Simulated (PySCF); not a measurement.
AlH₂, SMILES [AlH2+], charge +1. Geometry optimised at B3LYP-D3(BJ)/def2-TZVPD. The spin state was assumed, not searched. The isomer is the one that the SMILES or the coordinates give; other isomers of the formula were not compared.

PySCF with TDA-B3LYP/def2-TZVPD puts the lowest singlet excitations at 6.30, 6.30, 9.41, 9.53, 9.53, 10.58 eV.

Problem. What are the lowest excitation roots from PySCF with ADC(3)/aug-cc-pVDZ? (An estimate is asked for; the answer gives what the named calculation found.)

Solution. 6.26, 6.26, 9.16, 9.62, 9.76, 9.76 eV. S1 differs by -0.04 eV (second minus first; roots are paired by order, and the bases may differ).
